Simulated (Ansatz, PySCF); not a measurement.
Pulling on the B1–H3 bond in iminoborane (SMILES B=N) (multiplicity 1 held, fragments rigid). Energies count from the point at 1.167 Å.
Geometry at that point (charge 0, multiplicity 1):
```xyz
4

B      0.0000     0.0000    -0.6921
N      0.0000     0.0000     0.5409
H      0.0000     0.0000    -1.8589
H      0.0000     0.0000     1.5328
```

U- levels take the lowest unrestricted solution at each point, which mixes spins at long bonds. Active spaces are followed from a long bond inwards. Curves can end on different states.

Frozen-core correlation. Rows in 3-21G, 6-31G* carry no dispersion term and start afresh at each structure (6-31G* with six Cartesian d functions). MP2/6-31G* freezes PySCF's default core.

The values were computed with Ansatz (a first-principles code) with Gaussian orbitals; PySCF for 3-21G rows, 6-31G* rows. Values without a source in brackets are computed.

Other levels give for the energy at R = 3.734 Å: U-PBE/cc-pVTZ 4.923; U-B3LYP/cc-pVTZ 5.086; U-wB97X-V/cc-pVTZ 5.149; FIC-MRCISD+Q on CASSCF(2,2)/cc-pVTZ 4.985 eV.

Problem. What do these common cheap choices give for the same quantity: R-HF/3-21G, R-HF/6-31G*, U-HF/6-31G*, R-B3LYP/6-31G*, R-MP2/6-31G*?

Solution. R-HF/3-21G 8.876; R-HF/6-31G* 8.846; U-HF/6-31G* 3.995; R-B3LYP/6-31G* 6.950; R-MP2/6-31G* 6.295 eV. They span 3.995 to 8.876 eV.

Doubts at one or more of the structures used: a restricted determinant that unrestricted orbitals would lower (R-HF/3-21G, R-HF/6-31G*, R-B3LYP/6-31G*, R-MP2/6-31G*); a spin-contaminated determinant (U-HF/6-31G*, U-PBE/cc-pVTZ, U-B3LYP/cc-pVTZ, U-wB97X-V/cc-pVTZ).
